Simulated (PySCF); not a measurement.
F2OS, SMILES FS(=O)F.

Geometry optimised at PBE0-D3(BJ)/def2-TZVP.

Method: TDDFT-PBE/def2-SVPD (PySCF).

Vertical excitations. Isolated molecule, no solvent. State labels are in the subgroup Cs.

| state | symmetry | energy (eV) | λ (nm) | f | main pairs |
|---|---|---|---|---|---|
| S1 | A" | 6.46 | 192 | 0.027 | HOMO→LUMO 95 % |
| S2 | A' | 7.45 | 166 | 0.007 | HOMO→LUMO+1 52 %, HOMO−1→LUMO 47 % |
| S3 | A" | 8.02 | 155 | 0.011 | HOMO−2→LUMO 90 % |
| S4 | A' | 8.38 | 148 | 0.074 | HOMO−1→LUMO 34 %, HOMO→LUMO+1 33 %, HOMO→LUMO+2 9 %, HOMO−4→LUMO 8 % |
| S5 | A" | 8.43 | 147 | 0.006 | HOMO−1→LUMO+1 94 % |
| S6 | A' | 8.62 | 144 | 0.045 | HOMO→LUMO+2 63 %, HOMO→LUMO+3 24 % |
| S7 | A' | 8.71 | 142 | 0.087 | HOMO→LUMO+3 67 %, HOMO→LUMO+2 23 % |
| S8 | A' | 8.81 | 141 | 0.017 | HOMO−3→LUMO 80 %, HOMO−2→LUMO+1 12 % |
| S9 | A' | 9.32 | 133 | 0.054 | HOMO−2→LUMO+1 73 %, HOMO−4→LUMO 11 % |
| S10 | A" | 9.47 | 131 | 0.020 | HOMO→LUMO+4 98 % |
| T1 | A" | 5.39 | 230 | 0 | HOMO→LUMO 99 % |
| T2 | A' | 6.47 | 192 | 0 | HOMO→LUMO+1 71 %, HOMO−1→LUMO 28 % |
| T3 | A' | 6.57 | 189 | 0 | HOMO−1→LUMO 71 %, HOMO→LUMO+1 28 % |
| T4 | A" | 7.35 | 169 | 0 | HOMO−2→LUMO 95 % |
Triplets are in the Tamm–Dancoff approximation, which puts them higher than full response would, so one can lie above its singlet here.
